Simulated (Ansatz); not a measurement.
Species: HSe, net charge 0, doublet state. 
Geometry from a B3LYP-D3(BJ)/def2-TZVP (Ansatz, a quantum-chemistry and plane-wave program) optimisation:
SMILES: [SeH]
```xyz
2

Se     0.0000     0.0000    -0.0421
H      0.0000     0.0000     1.4328
```
Charge 0, spin multiplicity 2.

Basis-set convergence of Hartree-Fock and MP2 correlation energies (hartree) with Ansatz. Valence correlation only, unless marked. UHF or UKS for open shells. No spin-orbit coupling. Frozen are the shells of the preceding noble gas and the d and f shells that filled before the atom's block. No relativistic terms.

```
basis    functions        E(HF)  E(corr, MP2)
-------  ---------  -----------  ------------
cc-pVDZ         32  -2400.37799      -0.09810
cc-pVTZ         57  -2400.45463      -0.13238
cc-pVQZ         98  -2400.45803      -0.14504
cc-pV5Z        159  -2400.45846      -0.15057
```

Extrapolating the two largest sets (X = 4 and 5) as X^-3: E(corr) = (125·(-0.15057) - 64·(-0.14504))/61 = -0.1564 Eh, an estimate of the basis-set limit. The largest set recovers 96.3 % of it, the smallest 62.7 %.
